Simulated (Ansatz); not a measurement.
BeH2S (SMILES [BeH][SH]) moved off its minimum; all values from Ansatz (a first-principles code), cores frozen in correlated methods.
(charge 0, multiplicity 1)
```xyz
4

Be    -0.71896    -0.70106    -0.99250
H     -1.51777    -1.26290    -1.90456
S      0.21578     0.35066     0.30338
H      0.71594    -0.78148     0.87945
```

### Question
Give the forces (eV/Å), the total energy and the dipole at CCSD(T)/aug-cc-pV(T+d)Z.

### Answer

| atom | Fx | Fy | Fz |
|---|---|---|---|
| Be1 | -0.229 | 0.195 | -0.051 |
| H2 | 0.158 | -0.071 | 0.058 |
| S3 | 0.217 | -0.543 | 0.158 |
| H4 | -0.146 | 0.419 | -0.165 |
Energy -413.6593 hartree, dipole 0.98 D.
